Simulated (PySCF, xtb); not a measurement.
Sn(OH)3(SH) (H4O3SSn), SMILES [OH][Sn]([OH])([OH])[SH].

GFN2-xTB in xtb at its own geometry gives an orbital gap of 2.70 eV and a dipole moment of 0.85 D.

Coordinates come from a PBE-D3(BJ)/def2-SVP optimisation. The structure was generated by enumeration; whether it is a known compound was not checked. The def2 effective core potentials stand for the cores of Sn; spin–orbit coupling is left out. The values are those of a single conformer.

**Question.** What does PySCF with PBE/def2-TZVP give? (The exact figures need the calculation; the answer reports its results.)

**Answer.** gap 3.63 eV (levels -6.71 and -3.08 eV), dipole 0.81 D.
